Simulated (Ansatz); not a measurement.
This singlet lies 0.90 eV below the relaxed triplet at the level frozen-core CCSD(T)/cc-pVTZ // PBE0-D3(BJ)/def2-TZVP (Ansatz, a first-principles code).

Calculation: PBE0-D3(BJ)/def2-TZVP run with Ansatz. No frequencies were computed at this level.

Ansatz 0.2 input:
```yaml
crystal:
  periodic: [false, false, false]
  atoms:
    - { symbol: C, position_ang: [3.0123, 0.285415, 0.733629] }
    - { symbol: N, position_ang: [2.085336, -0.145434, 0.149326] }
    - { symbol: Si, position_ang: [0.85772, -0.891948, -0.841594] }
    - { symbol: Si, position_ang: [-1.069763, 0.074983, -0.060075] }
    - { symbol: H, position_ang: [-1.286869, 1.029317, 1.034605] }
    - { symbol: H, position_ang: [-1.653278, 0.719528, -1.252865] }
    - { symbol: H, position_ang: [-1.945445, -1.07186, 0.25076] }
basis:
  gaussian: { orbitals: def2-tzvp }
hamiltonian:
  xc: pbe0
  dispersion: d3bj
relax:
  max_steps: 150
```

Output:

```
[...]
reference -18320.19602837 eV, -673.2547861676 hartree; 22, 22 occupied and 132, 132 virtual orbitals, 1003 factors
relax step  10: F+E_penalty+E_count = -18320.36171101 eV  Δ(F+E_penalty+E_count) = -3.006e-4 eV  max|allowed force component| = 2.034e-2 eV/Å  Δτ_max = 0.0391 Å  (32 SCF iters, accepted)
these checks for a lower state are left out or cut short: starts, cluster_reference, orbital_swaps, neighbouring_geometries, increment
1003 factors; their error is unknown
mean field -18320.19733852 eV, -673.2548343147 hartree, gradient 9.4e-6 eV, S^2 0.000000; 0 other end points of the search recorded, 0 dependent functions left out
reference -18320.19736949 eV, -673.2548354530 hartree; 22, 22 occupied and 132, 132 virtual orbitals, 1003 factors
relax step  11: F+E_penalty+E_count = -18320.36333764 eV  Δ(F+E_penalty+E_count) = -1.627e-3 eV  max|allowed force component| = 1.217e-1 eV/Å  Δτ_max = 0.0985 Å  (32 SCF iters, accepted)
these checks for a lower state are left out or cut short: starts, cluster_reference, orbital_swaps, neighbouring_geometries, increment
1003 factors; their error is unknown
mean field -18320.19661217 eV, -673.2548076221 hartree, gradient 1.2e-5 eV, S^2 0.000000; 0 other end points of the search recorded, 0 dependent functions left out
reference -18320.19664312 eV, -673.2548087594 hartree; 22, 22 occupied and 132, 132 virtual orbitals, 1003 factors
relax step  12: F+E_penalty+E_count = -18320.36247409 eV  Δ(F+E_penalty+E_count) = +8.635e-4 eV  max|allowed force component| = 3.454e-1 eV/Å  Δτ_max = 0.0930 Å  (32 SCF iters, rejected (line search))
these checks for a lower state are left out or cut short: starts, cluster_reference, orbital_swaps, neighbouring_geometries, increment
1003 factors; their error is unknown
mean field evaluation 96: about -18320.1242 eV, gradient 3.6e-2 eV
mean field -18320.19890674 eV, -673.2548919459 hartree, gradient 1.9e-5 eV, S^2 0.000000; 0 other end points of the search recorded, 0 dependent functions left out
reference -18320.19893766 eV, -673.2548930823 hartree; 22, 22 occupied and 132, 132 virtual orbitals, 1003 factors
relax step  13: F+E_penalty+E_count = -18320.36516454 eV  Δ(F+E_penalty+E_count) = -1.827e-3 eV  max|allowed force component| = 5.867e-2 eV/Å  Δτ_max = 0.0465 Å  (31 SCF iters, accepted)
these checks for a lower state are left out or cut short: starts, cluster_reference, orbital_swaps, neighbouring_geometries, increment
1003 factors; their error is unknown
mean field -18320.20132834 eV, -673.2549809381 hartree, gradient 8.2e-6 eV, S^2 0.000000; 0 other end points of the search recorded, 0 dependent functions left out
reference -18320.20135926 eV, -673.2549820743 hartree; 22, 22 occupied and 132, 132 virtual orbitals, 1003 factors
relax step  14: F+E_penalty+E_count = -18320.36758462 eV  Δ(F+E_penalty+E_count) = -2.420e-3 eV  max|allowed force component| = 1.030e-1 eV/Å  Δτ_max = 0.0733 Å  (32 SCF iters, accepted)
these checks for a lower state are left out or cut short: starts, cluster_reference, orbital_swaps, neighbouring_geometries, increment
1003 factors; their error is unknown
mean field -18320.20219089 eV, -673.2550126362 hartree, gradient 9.7e-6 eV, S^2 0.000000; 0 other end points of the search recorded, 0 dependent functions left out
reference -18320.20222186 eV, -673.2550137744 hartree; 22, 22 occupied and 132, 132 virtual orbitals, 1003 factors
relax step  15: F+E_penalty+E_count = -18320.36903710 eV  Δ(F+E_penalty+E_count) = -1.452e-3 eV  max|allowed force component| = 3.104e-1 eV/Å  Δτ_max = 0.1099 Å  (32 SCF iters, accepted)
these checks for a lower state are left out or cut short: starts, cluster_reference, orbital_swaps, neighbouring_geometries, increment
1003 factors; their error is unknown
mean field -18320.20412702 eV, -673.2550837878 hartree, gradient 2.4e-5 eV, S^2 0.000000; 0 other end points of the search recorded, 0 dependent functions left out
reference -18320.20415800 eV, -673.2550849260 hartree; 22, 22 occupied and 132, 132 virtual orbitals, 1003 factors
relax step  16: F+E_penalty+E_count = -18320.37068763 eV  Δ(F+E_penalty+E_count) = -1.651e-3 eV  max|allowed force component| = 2.782e-1 eV/Å  Δτ_max = 0.0561 Å  (31 SCF iters, accepted)
these checks for a lower state are left out or cut short: starts, cluster_reference, orbital_swaps, neighbouring_geometries, increment
1003 factors; their error is unknown
mean field evaluation 128: about -18320.2067 eV, gradient 1.9e-5 eV
mean field -18320.20671783 eV, -673.2551789982 hartree, gradient 1.9e-5 eV, S^2 0.000000; 0 other end points of the search recorded, 0 dependent functions left out
reference -18320.20674879 eV, -673.2551801359 hartree; 22, 22 occupied and 132, 132 virtual orbitals, 1003 factors
relax step  17: F+E_penalty+E_count = -18320.37311155 eV  Δ(F+E_penalty+E_count) = -2.424e-3 eV  max|allowed force component| = 1.498e-1 eV/Å  Δτ_max = 0.0582 Å  (31 SCF iters, accepted)
these checks for a lower state are left out or cut short: starts, cluster_reference, orbital_swaps, neighbouring_geometries, increment
1003 factors; their error is unknown
mean field -18320.20764206 eV, -673.2552129630 hartree, gradient 1.4e-5 eV, S^2 0.000000; 0 other end points of the search recorded, 0 dependent functions left out
reference -18320.20767300 eV, -673.2552141001 hartree; 22, 22 occupied and 132, 132 virtual orbitals, 1003 factors
relax step  18: F+E_penalty+E_count = -18320.37469747 eV  Δ(F+E_penalty+E_count) = -1.586e-3 eV  max|allowed force component| = 2.305e-1 eV/Å  Δτ_max = 0.0501 Å  (31 SCF iters, accepted)
these checks for a lower state are left out or cut short: starts, cluster_reference, orbital_swaps, neighbouring_geometries, increment
1003 factors; their error is unknown
mean field -18320.20889092 eV, -673.2552588577 hartree, gradient 2.3e-5 eV, S^2 0.000000; 0 other end points of the search recorded, 0 dependent functions left out
reference -18320.20892181 eV, -673.2552599928 hartree; 22, 22 occupied and 132, 132 virtual orbitals, 1003 factors
relax step  19: F+E_penalty+E_count = -18320.37682335 eV  Δ(F+E_penalty+E_count) = -2.126e-3 eV  max|allowed force component| = 3.122e-1 eV/Å  Δτ_max = 0.0653 Å  (31 SCF iters, accepted)
these checks for a lower state are left out or cut short: starts, cluster_reference, orbital_swaps, neighbouring_geometries, increment
1003 factors; their error is unknown
mean field -18320.21006328 eV, -673.2553019411 hartree, gradient 1.7e-5 eV, S^2 0.000000; 0 other end points of the search recorded, 0 dependent functions left out
reference -18320.21009420 eV, -673.2553030774 hartree; 22, 22 occupied and 132, 132 virtual orbitals, 1003 factors
relax step  20: F+E_penalty+E_count = -18320.37799275 eV  Δ(F+E_penalty+E_count) = -1.169e-3 eV  max|allowed force component| = 1.988e-1 eV/Å  Δτ_max = 0.0342 Å  (32 SCF iters, accepted)
these checks for a lower state are left out or cut short: starts, cluster_reference, orbital_swaps, neighbouring_geometries, increment
1003 factors; their error is unknown
mean field -18320.21097325 eV, -673.2553353818 hartree, gradient 2.7e-5 eV, S^2 0.000000; 0 other end points of the search recorded, 0 dependent functions left out
reference -18320.21100419 eV, -673.2553365189 hartree; 22, 22 occupied and 132, 132 virtual orbitals, 1003 factors
relax step  21: F+E_penalty+E_count = -18320.37905953 eV  Δ(F+E_penalty+E_count) = -1.067e-3 eV  max|allowed force component| = 1.088e-1 eV/Å  Δτ_max = 0.0347 Å  (32 SCF iters, accepted)
these checks for a lower state are left out or cut short: starts, cluster_reference, orbital_swaps, neighbouring_geometries, increment
1003 factors; their error is unknown
mean field evaluation 160: about -18320.2113 eV, gradient 2.2e-1 eV
mean field -18320.21160550 eV, -673.2553586166 hartree, gradient 1.2e-5 eV, S^2 0.000000; 0 other end points of the search recorded, 0 dependent functions left out
reference -18320.21163652 eV, -673.2553597566 hartree; 22, 22 occupied and 132, 132 virtual orbitals, 1003 factors
relax step  22: F+E_penalty+E_count = -18320.38010484 eV  Δ(F+E_penalty+E_count) = -1.045e-3 eV  max|allowed force component| = 7.388e-2 eV/Å  Δτ_max = 0.0748 Å  (31 SCF iters, accepted)
these checks for a lower state are left out or cut short: starts, cluster_reference, orbital_swaps, neighbouring_geometries, increment
1003 factors; their error is unknown
mean field -18320.21171567 eV, -673.2553626654 hartree, gradient 1.7e-5 eV, S^2 0.000000; 0 other end points of the search recorded, 0 dependent functions left out
reference -18320.21174674 eV, -673.2553638073 hartree; 22, 22 occupied and 132, 132 virtual orbitals, 1003 factors
relax step  23: F+E_penalty+E_count = -18320.38029324 eV  Δ(F+E_penalty+E_count) = -1.884e-4 eV  max|allowed force component| = 1.419e-1 eV/Å  Δτ_max = 0.0440 Å  (32 SCF iters, accepted)
these checks for a lower state are left out or cut short: starts, cluster_reference, orbital_swaps, neighbouring_geometries, increment
1003 factors; their error is unknown
mean field -18320.21197959 eV, -673.2553723641 hartree, gradient 1.1e-5 eV, S^2 0.000000; 0 other end points of the search recorded, 0 dependent functions left out
reference -18320.21201064 eV, -673.2553735053 hartree; 22, 22 occupied and 132, 132 virtual orbitals, 1003 factors
relax step  24: F+E_penalty+E_count = -18320.38065214 eV  Δ(F+E_penalty+E_count) = -3.589e-4 eV  max|allowed force component| = 3.886e-2 eV/Å  Δτ_max = 0.0056 Å  (34 SCF iters, accepted)
these checks for a lower state are left out or cut short: starts, cluster_reference, orbital_swaps, neighbouring_geometries, increment
1003 factors; their error is unknown
mean field -18320.21228816 eV, -673.2553837041 hartree, gradient 1.2e-5 eV, S^2 0.000000; 0 other end points of the search recorded, 0 dependent functions left out
reference -18320.21231922 eV, -673.2553848453 hartree; 22, 22 occupied and 132, 132 virtual orbitals, 1003 factors
relax step  25: F+E_penalty+E_count = -18320.38085373 eV  Δ(F+E_penalty+E_count) = -2.016e-4 eV  max|allowed force component| = 7.916e-3 eV/Å  Δτ_max = 0.0160 Å  (33 SCF iters, accepted)
these checks for a lower state are left out or cut short: starts, cluster_reference, orbital_swaps, neighbouring_geometries, increment
1003 factors; their error is unknown
mean field evaluation 192: about -18320.2123 eV, gradient 2.0e-5 eV
mean field -18320.21230861 eV, -673.2553844555 hartree, gradient 2.0e-5 eV, S^2 0.000000; 0 other end points of the search recorded, 0 dependent functions left out
reference -18320.21233963 eV, -673.2553855956 hartree; 22, 22 occupied and 132, 132 virtual orbitals, 1003 factors
relax step  26: F+E_penalty+E_count = -18320.38092239 eV  Δ(F+E_penalty+E_count) = -6.865e-5 eV  max|allowed force component| = 4.110e-2 eV/Å  Δτ_max = 0.0271 Å  (33 SCF iters, accepted)
these checks for a lower state are left out or cut short: starts, cluster_reference, orbital_swaps, neighbouring_geometries, increment
1003 factors; their error is unknown
mean field -18320.21240395 eV, -673.2553879592 hartree, gradient 1.1e-5 eV, S^2 0.000000; 0 other end points of the search recorded, 0 dependent functions left out
reference -18320.21243495 eV, -673.2553890983 hartree; 22, 22 occupied and 132, 132 virtual orbitals, 1003 factors
relax step  27: F+E_penalty+E_count = -18320.38097055 eV  Δ(F+E_penalty+E_count) = -4.817e-5 eV  max|allowed force component| = 3.215e-2 eV/Å  Δτ_max = 0.0158 Å  (33 SCF iters, accepted)
these checks for a lower state are left out or cut short: starts, cluster_reference, orbital_swaps, neighbouring_geometries, increment
1003 factors; their error is unknown
mean field -18320.21243019 eV, -673.2553889236 hartree, gradient 1.1e-5 eV, S^2 0.000000; 0 other end points of the search recorded, 0 dependent functions left out
reference -18320.21246118 eV, -673.2553900623 hartree; 22, 22 occupied and 132, 132 virtual orbitals, 1003 factors
relax step  28: F+E_penalty+E_count = -18320.38099420 eV  Δ(F+E_penalty+E_count) = -2.365e-5 eV  max|allowed force component| = 1.255e-2 eV/Å  Δτ_max = 0.0060 Å  (32 SCF iters, accepted)
these checks for a lower state are left out or cut short: starts, cluster_reference, orbital_swaps, neighbouring_geometries, increment
1003 factors; their error is unknown
mean field -18320.21243888 eV, -673.2553892428 hartree, gradient 1.1e-5 eV, S^2 0.000000; 0 other end points of the search recorded, 0 dependent functions left out
reference -18320.21246985 eV, -673.2553903811 hartree; 22, 22 occupied and 132, 132 virtual orbitals, 1003 factors
relax step  29: F+E_penalty+E_count = -18320.38100160 eV  Δ(F+E_penalty+E_count) = -7.390e-6 eV  max|allowed force component| = 5.324e-3 eV/Å  Δτ_max = 0.0051 Å  (33 SCF iters, accepted)
1003 factors; their error is unknown
mean field evaluation 224: about -18320.2124 eV, gradient 3.2e-2 eV
mean field -18320.21243888 eV, -673.2553892428 hartree, gradient 3.5e-5 eV, S^2 0.000000; 1 other end points of the search recorded, 0 dependent functions left out
reference -18320.21246985 eV, -673.2553903811 hartree; 22, 22 occupied and 132, 132 virtual orbitals, 1003 factors
Total energy: -18320.38103257 eV, -673.2615849467 hartree
Atom 0 at     2.740629     0.816759     0.206138 Å, force     0.000534     0.001378    -0.000320 eV/Å
Atom 1 at     1.933897    -0.022839     0.019719 Å, force    -0.002748    -0.004879    -0.000149 eV/Å
Atom 2 at     0.898180    -1.406058    -0.281071 Å, force    -0.000639     0.005323     0.000912 eV/Å
Atom 3 at    -1.089873    -0.070925    -0.025461 Å, force     0.003369    -0.001930     0.000371 eV/Å
Atom 4 at    -1.086720     0.531561     1.337226 Å, force    -0.000071    -0.000165    -0.000726 eV/Å
Atom 5 at    -1.062133     1.019190    -1.040770 Å, force    -0.000130     0.000389     0.000008 eV/Å
Atom 6 at    -2.333979    -0.867686    -0.201995 Å, force    -0.000315    -0.000115    -0.000096 eV/Å
Dipole moment:    -0.416951    -0.360750    -0.080278 e Å
```

Cost: about 90 core-seconds (a rough figure).
